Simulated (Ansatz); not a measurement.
`[PH2][GaH2]` + CH₃OH → `C[O][GaH2]` + PH₃ at 700 K and 1 bar (cleavage of the Ga–P bond).

Computed with Ansatz on PBE0-D4/def2-TZVP structures; ΔE is electronic, products minus reactants. CCSD(T)/CBS is the MP2 limit (def2-TZVPP, def2-QZVPP) plus CCSD(T) − MP2 in def2-TZVPP, frozen cores. This one scheme is used for every species. For Ga outer-core shells are correlated without core-valence functions, which leaves a few kJ/mol of doubt a bond. Scalar relativity is left out up to krypton.

| species | CCSD(T)/CBS energy (Eh) | H − E (kJ/mol) | S (J/(mol·K)) |
| --- | --- | --- | --- |
| `[PH2][GaH2]` | -2267.26620 | 129.7 | 362.4 |
| CH₃OH | -115.61712 | 170.8 | 288.5 |
| `C[O][GaH2]` | -2040.16771 | 201.4 | 387.4 |
| PH₃ | -342.72256 | 91.5 | 248.3 |

H − E and S are ideal-gas, rigid-rotor, harmonic terms from PBE0-D4/def2-TZVP. 1 Eh = 2625.50 kJ/mol, R = 8.31446 J/(mol·K).

Q: By hand: ΔE, ΔH, ΔS and ΔG.

A: ΔE = (-2040.16771) + (-342.72256) − (-2267.26620) − (-115.61712) = -0.00695 Eh = -18.2 kJ/mol. Δ(H − E) = 201.4 + 91.5 − 129.7 − 170.8 = -7.6, so ΔH = -25.8 kJ/mol. ΔS = 387.4 + 248.3 − 362.4 − 288.5 = -15.2 J/(mol·K). ΔG = -25.8 − 700 × (-15.2)/1000 = -15.2 kJ/mol.

Q: By hand: the equilibrium constant, and the temperature at which ΔG would vanish if ΔH and ΔS stayed fixed.

A: log₁₀ K = −ΔG/(RT ln 10) = 1.1. ΔG = 0 at ΔH/ΔS = 1697 K, though so small a ΔS makes that figure unsure.

TΔS isn't small against ΔH here. A doubt of 5 kJ/mol in ΔE shifts log₁₀ K by 0.4 here. These are equilibria of isolated gas molecules and say nothing of rates. Largest T1 diagnostic: 0.015 (customary marks: 0.02 for closed shells, 0.045 for open ones).
